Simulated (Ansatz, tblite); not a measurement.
Cost and result up the ladder for the cluster As₅⁺ (the lowest singlet isomer of a short search) (5 atoms). Total charge 1; singlet. Geometry: PBE-D4/def2-SVP.

```xyz
5

As   -0.109   -0.804   -1.580
As   -1.078   -1.268    0.626
As   -0.952    1.191   -0.168
As    0.585    0.207    1.665
As    1.554    0.673   -0.542
```

Ansatz on 4 threads of Arm Neoverse V2 on a shared host; xTB runs through tblite on one thread. Times are rough, summed over both states, and most runs start from the orbitals of an earlier one. PBE0-D4/def2-TZVP serves as the yardstick here, not as an exact answer. The other state is a triplet at its own geometry, which has other bonds, so the gap mixes isomer and spin.

The xTB rows come from tblite. The structure comes from a short search, and lower isomers may exist.

Run but left out: HF/STO-3G, MP2/def2-TZVP (triplet: ⟨S²⟩ 2.27 to 2.30, where a pure state has 2.00).

xTB has no spin-polarisation term.

```tsv
level	functions	wall time
GFN2-xTB	45	0.01 s
GFN1-xTB	45	0.011 s
LDA (SPW92)/def2-TZVP	240	6.2 s
BLYP-D4/def2-TZVP	240	12 s
PBE-D4/def2-TZVP	240	12 s
r2SCAN-D4/def2-TZVP	240	31 s
PBE0-D4/def2-TZVP (with forces)	240	33 s
```

Problem. Estimate what each level gives for the triplet − singlet (eV).

Solution. 
```json
{"level": "GFN2-xTB", "triplet − singlet (eV)": "1.70", "difference from PBE0-D4/def2-TZVP (eV)": "0.29"}
{"level": "GFN1-xTB", "triplet − singlet (eV)": "1.34", "difference from PBE0-D4/def2-TZVP (eV)": "-0.07"}
{"level": "LDA (SPW92)/def2-TZVP", "triplet − singlet (eV)": "1.41", "difference from PBE0-D4/def2-TZVP (eV)": "0.01"}
{"level": "BLYP-D4/def2-TZVP", "triplet − singlet (eV)": "1.41", "difference from PBE0-D4/def2-TZVP (eV)": "0.01"}
{"level": "PBE-D4/def2-TZVP", "triplet − singlet (eV)": "1.31", "difference from PBE0-D4/def2-TZVP (eV)": "-0.10"}
{"level": "r2SCAN-D4/def2-TZVP", "triplet − singlet (eV)": "1.29", "difference from PBE0-D4/def2-TZVP (eV)": "-0.11"}
{"level": "PBE0-D4/def2-TZVP (with forces)", "triplet − singlet (eV)": "1.41", "difference from PBE0-D4/def2-TZVP (eV)": "0.00"}
```
